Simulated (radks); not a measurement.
Ionisation of neutral bismuth, [Hg] 6p3, to [Hg] 6p2 as the strength of local exchange is varied. Method: scalar-relativistic Kohn-Sham, Slater X-alpha exchange (alpha = 2/3 is LDA exchange), no correlation, spin-polarised, spherical densities, finite nucleus; open shells are filled with parallel spins first (spin-orbit coupling, left out, can overturn this in heavy ions); Fermi nuclear charge, rms radius 5.5211 fm; computed with a radial shooting solver on a logarithmic mesh with Libxc functionals.

\begin{tabular}{lrrrrr}
alpha & E(Bi) (hartree) & exchange (hartree) & IE (eV) & -e of the level emptied (eV) & <r> of it (bohr) \\ \hline
0.643 & -21490.8135 & -360.8264 & 7.656 & 4.385 (6p) & 3.105 \\
0.667 & -21504.3702 & -374.5389 & 7.875 & 4.581 (6p) & 3.079 \\
0.757 & -21555.2868 & -426.1168 & 8.721 & 5.346 (6p) & 2.988 \\
0.801 & -21580.2247 & -451.4223 & 9.149 & 5.736 (6p) & 2.947 \\
0.817 & -21589.3004 & -460.6389 & 9.306 & 5.880 (6p) & 2.933 \\
0.857 & -21612.0068 & -483.7145 & 9.705 & 6.248 (6p) & 2.897 \\
0.982 & -21683.1229 & -556.1386 & 10.999 & 7.450 (6p) & 2.795 \\
\end{tabular}

NIST Atomic Spectra Database: 7.286 eV (measured). The central value is not met in this range of alpha. Open shells are spherical and high-spin; term and fine-structure splittings are not resolved. Spin-orbit splitting is averaged out at the scalar-relativistic level.
